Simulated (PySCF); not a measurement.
# Electron correlation in C⁻ (carbon, charge -1)

[He] 2s2 2p3, high-spin 4S determinant. Computed with PySCF 2.14 in aug-cc-pVDZ (4s3p2d, 23 functions), with no relativity, point nucleus. Frozen: 1s2; 5 electrons correlated.

```json
{"level": "CCSD", "correlation energy (mhartree)": "-98.93"}
{"level": "(T)", "correlation energy (mhartree)": "-3.00"}
{"level": "CCSD(T)", "correlation energy (mhartree)": "-101.93"}
{"level": "CCSDT", "correlation energy (mhartree)": "-102.66"}
```

Diagnostics: T1 = 0.022, D1 = 0.0394, largest double amplitude 0.046.

Cost of the coupled-cluster step: of the order of 0.25 core-seconds, for 5 correlated electrons.

Iterations:

```
CC2 = 0
CCSD nocc = (np.int64(4), np.int64(1)), nmo = (22, 22)
frozen orbitals [[0], [0]]
max_cycle = 100
direct = 0
conv_tol = 1e-08
conv_tol_normt = 1e-06
diis_space = 8
diis_start_cycle = 0
Init t2, MP2 energy = -0.080144354827787
Init E_corr(UCCSD) = -0.0801443548794432
cycle = 1  E_corr(UCCSD) = -0.0938158950183176  dE = -0.0136715401  norm(t1,t2) = 0.0533237
cycle = 2  E_corr(UCCSD) = -0.0970230215101105  dE = -0.00320712649  norm(t1,t2) = 0.0212145
cycle = 3  E_corr(UCCSD) = -0.0990022990472051  dE = -0.00197927754  norm(t1,t2) = 0.0127477
cycle = 4  E_corr(UCCSD) = -0.0989603846744389  dE = 4.19143728e-05  norm(t1,t2) = 0.0034964
cycle = 5  E_corr(UCCSD) = -0.0989032262176299  dE = 5.71584568e-05  norm(t1,t2) = 0.00147801
cycle = 6  E_corr(UCCSD) = -0.0989236407332105  dE = -2.04145156e-05  norm(t1,t2) = 0.000414938
cycle = 7  E_corr(UCCSD) = -0.0989275766362903  dE = -3.93590308e-06  norm(t1,t2) = 0.000169938
cycle = 8  E_corr(UCCSD) = -0.0989289466454061  dE = -1.37000912e-06  norm(t1,t2) = 4.16481e-05
cycle = 9  E_corr(UCCSD) = -0.0989283019015912  dE = 6.44743815e-07  norm(t1,t2) = 7.20485e-06
cycle = 10  E_corr(UCCSD) = -0.0989283291865563  dE = -2.72849651e-08  norm(t1,t2) = 1.74785e-06
cycle = 11  E_corr(UCCSD) = -0.0989283128785826  dE = 1.63079737e-08  norm(t1,t2) = 4.47473e-07
cycle = 12  E_corr(UCCSD) = -0.0989283050848341  dE = 7.79374852e-09  norm(t1,t2) = 1.17521e-07
UCCSD converged
E(UCCSD) = -37.80387831986402  E_corr = -0.09892830508483405
UCCSD(T) correction = -0.00299535493797508
```
